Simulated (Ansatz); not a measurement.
C5H7Br, singlet, at a GFN2-xTB geometry; PBE0/pcseg-1 (Ansatz, a first-principles code).

Input for Ansatz:
Ansatz 0.2 input:
```yaml
crystal:
  periodic: [false, false, false]
  atoms:
    - {symbol: C, position_ang: [-1.96148900, 0.54230781, 1.76088315]}
    - {symbol: C, position_ang: [-1.29329224, -0.07626608, 0.79224725]}
    - {symbol: C, position_ang: [-1.97491149, -0.86924464, -0.27962251]}
    - {symbol: C, position_ang: [0.16937194, 0.00589222, 0.73678179]}
    - {symbol: C, position_ang: [0.98832537, 0.00094725, 1.77833584]}
    - {symbol: Br, position_ang: [0.93444857, 0.11380438, -1.02420688]}
    - {symbol: H, position_ang: [-1.46764216, 1.14206303, 2.50540941]}
    - {symbol: H, position_ang: [-3.03337630, 0.47571487, 1.83056071]}
    - {symbol: H, position_ang: [-1.49547716, -1.83998331, -0.40069375]}
    - {symbol: H, position_ang: [-1.91247978, -0.34683927, -1.23427773]}
    - {symbol: H, position_ang: [-3.02300541, -1.01787008, -0.03508985]}
    - {symbol: H, position_ang: [0.60179244, -0.08961359, 2.77874530]}
    - {symbol: H, position_ang: [2.05646062, 0.07155599, 1.67083335]}
basis:
  gaussian:
    orbitals: pcseg-1.json
hamiltonian:
  xc: pbe0
```
The basis file holds pcseg-1 in the JSON format of the Basis Set Exchange.

The log (banner, timings and long lists left out):

```
Functional definition: PBE0
1406 factors; integrals over basis functions are off by at most 1.3e-3 eV
mean field evaluation 1: about -75310.4692 eV, gradient 6.1e1 eV
mean field evaluation 2: about -75307.2460 eV, gradient 6.9e1 eV
mean field evaluation 4: about -75320.2784 eV, gradient 4.5e0 eV
mean field evaluation 8: about -75320.5249 eV, gradient 1.6e-1 eV
mean field evaluation 16: about -75320.5250 eV, gradient 4.6e-5 eV
mean field -75320.52496111 eV, -2767.9782382354 hartree, gradient 4.6e-5 eV, S^2 0.000000; 0 other end points of the search recorded, 0 dependent functions left out
reference -75320.52498926 eV, -2767.9782392697 hartree; 36, 36 occupied and 96, 96 virtual orbitals, 1406 factors
Total energy: -75320.52498926 eV, -2767.9782392697 hartree
```
